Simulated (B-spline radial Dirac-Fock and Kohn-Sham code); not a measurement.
# EELS cross sections of the Dy N2 edge

System: the free dysprosium atom, [Xe] 4f10 6s2. Method: the first Born approximation with generalised oscillator strengths from a Dirac-Hartree-Slater potential (longitudinal and transverse terms; continuum final states only, so no white lines or fine structure). Computed with a radial atomic solver. The edge is taken at 333.5 eV (tabulated value).

Input of the calculation (task.json; shells as n, l, electrons):

```json
{"items": [{
  "Z": 66,
  "q": 0,
  "cfg": [[1, 0, 2], [2, 0, 2], [2, 1, 6], [3, 0, 2], [3, 1, 6], [3, 2, 10], [4, 0, 2], [4, 1, 6], [4, 2, 10], [4, 3, 10], [5, 0, 2], [5, 1, 6], [6, 0, 2]],
  "A": 164,
  "rrms": 5.2218,
  "do": "eels",
  "beams": [[60, 20], [60, 50], [80, 5], [80, 20], [80, 50], [80, 100], [100, 10], [100, 20], [100, 50], [100, 100], [120, 5], [200, 20], [300, 50], [300, 100]],
  "edges": {"N2": 333.5}
}]}
```

Command: `python xray2_run.py task.json out`

Edge shape dσ/dE in barn per eV:

```csv
E − edge (eV),"80 kV, 20 mrad","120 kV, 5 mrad","300 kV, 50 mrad"
1,10.9,4.28,10.3
3,10.5,4.09,10.1
6,10.2,3.91,10.1
10,10.0,3.76,10.4
15,9.81,3.65,10.7
20,9.52,3.54,10.6
30,8.86,3.33,10.1
40,8.23,3.14,9.37
50,7.69,2.96,8.68
65,7.05,2.74,7.82
80,6.57,2.54,7.18
100,6.06,2.32,6.58
125,5.54,2.07,6.08
150,5.10,1.85,5.72
200,4.33,1.49,5.20
250,3.67,1.20,4.73
300,3.10,0.974,4.25
```

For the first setting the maximum lies 1 eV above the edge. The intensity 300 eV above the edge is 29 % of the maximum.
